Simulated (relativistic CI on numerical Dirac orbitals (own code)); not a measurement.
One change at a time: Sr12+

Base calculation: Dirac-Coulomb-Breit CI, orbitals from a KLI potential per configuration, model QED (radiative potential, 1s self-energy scaled to tabulated hydrogen-like ionisation energies), unscaled Slater integrals.

Configuration list (outside the closed core [Ne]): 3s²3p⁶3d⁸, 3s²3p⁵3d⁹, 3s²3p⁴3d¹⁰, 3s3p⁶3d⁹, 3s²3p⁶3d⁷4s, 3s²3p⁶3d⁷4p, 3p⁶3d¹⁰, 3s²3p⁶3d⁷4d, 3s²3p⁶3d⁶4s², 3s3p⁵3d¹⁰, 3s²3p⁶3d⁶4s4p, 3s²3p⁶3d⁷4f, 3s²3p⁶3d⁷5s, 3s²3p⁶3d⁶4p², 3s²3p⁶3d⁷5p, 3s²3p⁵3d⁸4s. Levels of other configurations are missing.

Variants: (1) Breit term removed; (2) one mean potential for all configurations. Shifts of the energy above 3s²3p⁶3d⁸ ³F4, in cm⁻¹, for the lowest level and the first level of each name with at least 55 % of one term (blank where a level changes its place among those of its configuration and J or its character, or is not in the variant):

```csv
Level,Base,Δ(1),Δ(2)
3s²3p⁶3d⁸ ³F4,0,0,0
3s²3p⁶3d⁸ ³F3,12961,+455,+25
3s²3p⁶3d⁸ ³F2,17884,+250,+18
3s²3p⁶3d⁸ ³P1,52765,+63,+10
3s²3p⁶3d⁸ ³P0,53005,-44,+4
3s²3p⁶3d⁸ ¹G4,65704,+662,-2
3s²3p⁶3d⁸ ¹S0,136427,+54,-17
3s²3p⁵3d⁹ ³F°4,1057200,+2078,-430
3s²3p⁵3d⁹ ¹D°2,1074829,+2149,-451
3s²3p⁵3d⁹ ³F°3,1092343,+2813,-443
3s²3p⁵3d⁹ ³P°1,1136930,+2395,-480
3s²3p⁵3d⁹ ³P°0,1138335,+2317,-474
3s²3p⁵3d⁹ ³D°3,1152204,+2446,-532
3s²3p⁵3d⁹ ³D°1,1172013,+2312,-513
3s²3p⁶3d⁷4s ⁵F5,1238712,-91,+21770
3s²3p⁶3d⁷4s ⁵F4,1246416,-6,+22046
3s²3p⁶3d⁷4s ⁵F3,1253538,+154,+22210
3s²3p⁶3d⁷4s ⁵F2,1257977,+174,+22258
3s²3p⁶3d⁷4s ³F4,1259052,-6,+22669
3s²3p⁶3d⁷4s ⁵F1,1260668,+154,+22277
3s²3p⁶3d⁷4s ³F3,1269746,+142,+22957
3s²3p⁶3d⁷4s ³F2,1275896,+114,+22997
```

At this charge energies of transitions that change n are usually good to better than 1 %, and those within a shell (Δn = 0) to a few per cent. Terms inside the open d or f shell come out 10 to 20 % too wide with unscaled integrals.

Ionisation energy from the two ground configurations alone: base 407.381 eV. The NIST ASD value (theoretical) is 408 eV.

LS names give the leading component of a level, which can be under half, so a name can repeat, a term be missing and a line seem to break the LS rules.
